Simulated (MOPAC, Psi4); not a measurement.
Interaction energy of C2H4 ··· Br- (SMILES C=C and [Br-]) (charge -1), singlet. Monomers: optimised at B3LYP-D3(BJ) (def2-TZVP), held rigid. Orientation: lowest of the rigid-body minima from ten starts at GFN2-xTB. Only R, the distance of the centres of mass, is varied, so the lowest point isn't the relaxed dimer.

Methods: PM7, restricted, heats of formation (MOPAC); PBE-D3(BJ)/def2-TZVPD, counterpoise-corrected (Psi4); SAPT0/jun-cc-pVDZ, frozen core (Psi4).

Interaction energies in kJ/mol:

```csv
R / Å,PM7,PBE-D3(BJ)/def2-TZVPD
3.67,10.47,-3.80
3.87,-2.02,-14.70
4.02,-6.45,-18.17
4.23,-8.96,-19.39
4.42,-9.36,-18.63
4.62,-8.92,-17.01
4.93,-7.63,-14.08
5.19,-6.46,-11.75
5.74,-4.53,-7.89
6.41,-3.26,-4.95
7.43,-2.26,-2.66
8.70,-1.34,-1.42
```

Task: What does SAPT0/jun-cc-pVDZ give at the same points?

Result: 3.67: 5.42; 3.87: -7.22; 4.02: -11.94; 4.23: -14.63; 4.42: -14.86; 4.62: -13.99; 4.93: -11.87; 5.19: -10.04; 5.74: -6.94; 6.41: -4.54; 7.43: -2.60; 8.70: -1.46 (kJ/mol).
